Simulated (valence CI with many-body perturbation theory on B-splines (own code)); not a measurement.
The numbers below are computed, except where a source is named.
**Energy levels of Ho⁶²⁺**

Level of theory: configuration interaction combined with many-body perturbation theory (CI+MBPT): three valence electrons over a frozen Dirac-Fock core [He], a basis of 11 s, 11 p, 10 d, 8 f, 5 g, 2 h functions for each j, with the one-electron correlation potential Σ1, the two-electron term Σ2, the three-electron term Σ3, Breit, model QED; selected CI, second order for the rest, scaled by the run's own slope (own B-spline code, finite nucleus).

No measured spectrum was set against this ion. As an estimate, large intervals hold to a few tenths of a per cent, small ones and those within an open d or f shell to about a per cent.

Levels 1 to 45 of 165, with energies above the lowest level, (2s^2 2p1/2) J=1/2. "Leading %" is the weight of the configuration and term that name the level; weights of strongly mixed levels are sums over their largest components and can fall short. In the jj column 3d3/2^4 stands for four electrons in 3d with j = 3/2.

| No. | Configuration | Term | J | E (eV) | Leading % | Second component | g | Leading jj |
| --- | --- | --- | --- | --- | --- | --- | --- | --- |
| 1 | 2s²2p | ²P° | 1/2 | 0.0 | 100 |  | 0.625 | 2s^2 2p1/2 (100 %) |
| 2 | 2s2p² | ⁴P | 1/2 | 229.3 | 51 | 31 % 2s2p² ²S | 2.064 | 2s 2p1/2^2 (100 %) |
| 3 | 2s²2p | ²P° | 3/2 | 932.6 | 99 |  | 1.304 | 2s^2 2p3/2 (99 %) |
| 4 | 2s2p² | ⁴P | 3/2 | 1093.2 | 90 | 7 % 2s2p² ²D | 1.630 | 2s 2p1/2 2p3/2 (100 %) |
| 5 | 2s2p² | ²D | 5/2 | 1131.4 | 62 | 38 % 2s2p² ⁴P | 1.319 | 2s 2p1/2 2p3/2 (100 %) |
| 6 | 2s2p² | ²P | 1/2 | 1194.9 | 69 | 30 % 2s2p² ⁴P | 1.259 | 2s 2p1/2 2p3/2 (99 %) |
| 7 | 2s2p² | ²D | 3/2 | 1196.8 | 62 | 37 % 2s2p² ²P | 0.974 | 2s 2p1/2 2p3/2 (100 %) |
| 8 | 2p³ | ²P° | 3/2 | 1436.6 | 48 | 27 % 2p³ ²D° | 1.324 | 2p1/2^2 2p3/2 (99 %) |
| 9 | 2s2p² | ⁴P | 5/2 | 2043.8 | 62 | 38 % 2s2p² ²D | 1.417 | 2s 2p3/2^2 (100 %) |
| 10 | 2s2p² | ²S | 1/2 | 2140.0 | 69 | 18 % 2s2p² ⁴P | 1.914 | 2s 2p3/2^2 (100 %) |
| 11 | 2s2p² | ²P | 3/2 | 2140.8 | 60 | 31 % 2s2p² ²D | 1.175 | 2s 2p3/2^2 (100 %) |
| 12 | 2p³ | ⁴S° | 3/2 | 2326.2 | 55 | 45 % 2p³ ²D° | 1.437 | 2p1/2 2p3/2^2 (100 %) |
| 13 | 2p³ | ²D° | 5/2 | 2348.4 | 100 |  | 1.168 | 2p1/2 2p3/2^2 (100 %) |
| 14 | 2p³ | ²P° | 1/2 | 2398.7 | 100 |  | 0.625 | 2p1/2 2p3/2^2 (100 %) |
| 15 | 2p³ | ²P° | 3/2 | 3298.1 | 52 | 28 % 2p³ ²D° | 1.288 | 2p3/2^3 (100 %) |
| 16 | 2s²3s | ²S | 1/2 | 8442.5 | 98 |  | 1.986 | 2s^2 3s (98 %) |
| 17 | 2s²3p | ²P° | 1/2 | 8519.5 | 96 |  | 0.663 | 2s^2 3p1/2 (96 %) |
| 18 | 2s2p3s | ⁴P° | 1/2 | 8595.9 | 85 | 13 % 2s2p3s ²P° | 2.356 | 2s 2p1/2 3s (98 %) |
| 19 | 2s2p3s | ⁴P° | 3/2 | 8620.7 | 59 | 40 % 2s2p3s ²P° | 1.540 | 2s 2p1/2 3s (99 %) |
| 20 | 2s2p3s | ²P° | 1/2 | 8647.7 | 94 | 5 % 2s2p3s ⁴P° | 0.712 | 2s 2p1/2 3s (99 %) |
| 21 | 2s2p3p | ⁴D | 1/2 | 8660.8 | 72 | 20 % 2s2p3p ²P | 0.266 | 2s 2p1/2 3p1/2 (100 %) |
| 22 | 2s2p3p | ⁴D | 3/2 | 8686.7 | 40 | 33 % 2s2p3p ²D | 1.097 | 2s 2p1/2 3p1/2 (99 %) |
| 23 | 2s2p3p | ⁴P | 1/2 | 8725.5 | 46 | 30 % 2s2p3p ²S | 1.931 | 2s 2p1/2 3p1/2 (99 %) |
| 24 | 2s²3p | ²P° | 3/2 | 8795.6 | 97 |  | 1.324 | 2s^2 3p3/2 (97 %) |
| 25 | 2s²3d | ²D | 3/2 | 8848.6 | 98 |  | 0.789 | 2s^2 3d3/2 (98 %) |
| 26 | 2p²3s | ⁴P | 1/2 | 8871.5 | 43 | 28 % 2p²3s ²S | 1.949 | 2p1/2^2 3s (93 %) |
| 27 | 2s²3d | ²D | 5/2 | 8923.3 | 96 |  | 1.191 | 2s^2 3d5/2 (96 %) |
| 28 | 2p²3p | ²P° | 1/2 | 8934.4 | 44 | 37 % 2p²3p ⁴D° | 0.641 | 2p1/2^2 3p1/2 (95 %) |
| 29 | 2s2p3p | ⁴P | 3/2 | 8947.0 | 31 | 27 % 2s2p3p ⁴D | 1.392 | 2s 2p1/2 3p3/2 (100 %) |
| 30 | 2s2p3p | ⁴D | 5/2 | 8976.9 | 43 | 37 % 2s2p3p ²D | 1.318 | 2s 2p1/2 3p3/2 (97 %) |
| 31 | 2s2p3p | ²D | 3/2 | 8979.5 | 43 | 23 % 2s2p3p ²P | 1.244 | 2s 2p1/2 3p3/2 (100 %) |
| 32 | 2s2p3p | ²P | 1/2 | 8986.5 | 42 | 18 % 2s2p3p ²S | 1.359 | 2s 2p1/2 3p3/2 (94 %) |
| 33 | 2s2p3d | ⁴F° | 3/2 | 8988.6 | 70 | 13 % 2s2p3d ²D° | 0.567 | 2s 2p1/2 3d3/2 (100 %) |
| 34 | 2s2p3d | ⁴F° | 5/2 | 9016.8 | 44 | 30 % 2s2p3d ²F° | 1.012 | 2s 2p1/2 3d3/2 (98 %) |
| 35 | 2s2p3d | ²P° | 3/2 | 9034.0 | 29 | 25 % 2s2p3d ⁴D° | 1.174 | 2s 2p1/2 3d3/2 (98 %) |
| 36 | 2s2p3d | ⁴D° | 1/2 | 9039.0 | 53 | 38 % 2s2p3d ²P° | 0.434 | 2s 2p1/2 3d3/2 (96 %) |
| 37 | 2s2p3d | ⁴P° | 5/2 | 9074.9 | 34 | 30 % 2s2p3d ⁴D° | 1.308 | 2s 2p1/2 3d5/2 (99 %) |
| 38 | 2s2p3d | ²F° | 7/2 | 9101.3 | 39 | 37 % 2s2p3d ⁴F° | 1.227 | 2s 2p1/2 3d5/2 (100 %) |
| 39 | 2s2p3d | ²F° | 5/2 | 9112.6 | 49 | 23 % 2s2p3d ²D° | 1.070 | 2s 2p1/2 3d5/2 (99 %) |
| 40 | 2s2p3d | ²P° | 3/2 | 9113.1 | 39 | 33 % 2s2p3d ²D° | 1.105 | 2s 2p1/2 3d5/2 (96 %) |
| 41 | 2p²3p | ²P° | 3/2 | 9225.4 | 33 | 20 % 2p²3p ⁴D° | 1.321 | 2p1/2^2 3p3/2 (96 %) |
| 42 | 2p²3d | ²D | 3/2 | 9264.5 | 42 | 32 % 2p²3d ⁴F | 0.783 | 2p1/2^2 3d3/2 (98 %) |
| 43 | 2p²3d | ²D | 5/2 | 9351.6 | 35 | 18 % 2p²3d ⁴D | 1.190 | 2p1/2^2 3d5/2 (98 %) |
| 44 | 2s2p3s | ⁴P° | 5/2 | 9530.9 | 100 |  | 1.572 | 2s 2p3/2 3s (100 %) |
| 45 | 2s2p3s | ²P° | 3/2 | 9554.9 | 77 | 23 % 2s2p3s ⁴P° | 1.390 | 2s 2p3/2 3s (100 %) |

The ionisation energy to 2s² ¹S0 of the next ion comes out as 14992 eV (NIST: 14998 ± 15 eV (theoretical)). All 165 levels together are meant to be complete up to 12227.1 eV.
